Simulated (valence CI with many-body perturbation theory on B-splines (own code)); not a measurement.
Tl: electric-dipole lines

Level of theory: valence CI with perturbative core correlation (CI+MBPT): three valence electrons over a frozen Dirac-Fock core [Xe] 4f14 5d10, a basis of 11 s, 11 p, 9 d, 7 f, 5 g, 2 h, 1 i functions for each j, with the one-electron correlation potential Σ1, the two-electron term Σ2, the three-electron term Σ3, Breit, model QED; selected CI, second order for the rest (own B-spline code, finite nucleus).

Against 11 measured levels this calculation errs by 132 cm⁻¹ on average and by 211 at most. These come from a selection out of the NIST Handbook of Basic Atomic Spectroscopic Data. Levels without a partner in it may be off by more.

Lines 1 to 41 of 41 in falling wavelength, among levels below 44381 cm⁻¹, chosen from the strongest by gf and those to the six lowest levels. Wavelengths and rates use the calculated energies, so an error of 100 cm⁻¹ moves a line at 38520 Å by 3.9 % and its rate by three times that or more. Electric multipoles are in the length gauge, E1 and E2 with the static RPA response of the core. Weak lines are less certain than strong ones. Lines between different terms over intervals too small for the method are left out, as are lines whose strength nearly cancels. The highest levels of a list are the least certain.

```csv
λ vac (Å),λ from measured levels,Upper,Lower,A (s⁻¹),S (a.u.)
43160,,6s2.9p 2P°_1/2,6s2.7d 2D_3/2,4.35e+05,3.45e+01
40640,,6s2.9p 2P°_3/2,6s2.7d 2D_5/2,2.19e+05,2.91e+01
40080,,6s2.9p 2P°_3/2,6s2.7d 2D_3/2,2.28e+04,2.90e+00
38520,38140,6s2.8p 2P°_1/2,6s2.8s 2S_1/2,2.62e+06,1.48e+02
33770,33390,6s2.8p 2P°_3/2,6s2.8s 2S_1/2,3.35e+06,2.55e+02
28620,27900,6s2.8s 2S_1/2,6s2.7p 2P°_3/2,4.70e+06,1.09e+02
22260,21810,6s2.8s 2S_1/2,6s2.7p 2P°_1/2,3.47e+06,3.77e+01
19530,19050,6s2.8p 2P°_1/2,6s2.6d 2D_3/2,1.31e+06,9.62e+00
18480,18050,6s2.8p 2P°_3/2,6s2.6d 2D_5/2,7.35e+05,9.15e+00
18230,17780,6s2.8p 2P°_3/2,6s2.6d 2D_3/2,7.68e+04,9.18e-01
17770,,6s2.9p 2P°_1/2,6s2.8s 2S_1/2,5.06e+05,2.80e+00
17230,,6s2.9p 2P°_3/2,6s2.8s 2S_1/2,9.99e+05,1.01e+01
16530,,5f.6s2 2F°_7/2,6s2.6d 2D_5/2,1.56e+07,2.78e+02
16530,,5f.6s2 2F°_5/2,6s2.6d 2D_5/2,1.04e+06,1.39e+01
16330,,5f.6s2 2F°_5/2,6s2.6d 2D_3/2,1.47e+07,1.89e+02
14700,14600,6s2.7d 2D_3/2,6s2.7p 2P°_3/2,1.28e+06,8.01e+00
14620,14520,6s2.7d 2D_5/2,6s2.7p 2P°_3/2,7.40e+06,6.85e+01
13310,13020,6s2.7p 2P°_1/2,6s2.7s 2S_1/2,1.60e+07,3.73e+01
12820,12740,6s2.7d 2D_3/2,6s2.7p 2P°_1/2,5.16e+06,2.14e+01
12640,,6s2.9s 2S_1/2,6s2.7p 2P°_3/2,1.36e+06,2.71e+00
12270,,6s2.9p 2P°_1/2,6s2.6d 2D_3/2,2.65e+05,4.82e-01
12110,,6s2.9p 2P°_3/2,6s2.6d 2D_5/2,1.03e+05,3.60e-01
12010,,6s2.9p 2P°_3/2,6s2.6d 2D_3/2,1.04e+04,3.57e-02
11750,11520,6s2.7p 2P°_3/2,6s2.7s 2S_1/2,2.10e+07,6.72e+01
11220,,6s2.9s 2S_1/2,6s2.7p 2P°_1/2,1.15e+06,1.60e+00
6849,6716,6s2.8p 2P°_1/2,6s2.7s 2S_1/2,1.29e+06,4.10e-01
6682,6552,6s2.8p 2P°_3/2,6s2.7s 2S_1/2,3.37e+06,1.98e+00
5672,,6s2.9p 2P°_1/2,6s2.7s 2S_1/2,3.47e+05,6.24e-02
5615,,6s2.9p 2P°_3/2,6s2.7s 2S_1/2,1.21e+06,4.23e-01
5378,5352,6s2.7s 2S_1/2,6s2.6p 2P°_3/2,7.44e+07,1.14e+01
3765,3777,6s2.7s 2S_1/2,6s2.6p 2P°_1/2,6.03e+07,3.18e+00
3562,3530,6s2.6d 2D_3/2,6s2.6p 2P°_3/2,2.27e+07,2.02e+00
3553,3520,6s2.6d 2D_5/2,6s2.6p 2P°_3/2,1.30e+08,1.73e+01
3268,3231,6s2.8s 2S_1/2,6s2.6p 2P°_3/2,1.76e+07,6.07e-01
2949,2922,6s2.7d 2D_3/2,6s2.6p 2P°_3/2,7.32e+06,3.71e-01
2946,2919,6s2.7d 2D_5/2,6s2.6p 2P°_3/2,4.11e+07,3.11e+00
2856,,6s2.9s 2S_1/2,6s2.6p 2P°_3/2,7.26e+06,1.67e-01
2774,2769,6s2.6d 2D_3/2,6s2.6p 2P°_1/2,1.29e+08,5.43e+00
2593,2581,6s2.8s 2S_1/2,6s2.6p 2P°_1/2,1.76e+07,3.03e-01
2388,2380,6s2.7d 2D_3/2,6s2.6p 2P°_1/2,4.59e+07,1.23e+00
2326,,6s2.9s 2S_1/2,6s2.6p 2P°_1/2,6.73e+06,8.37e-02
```
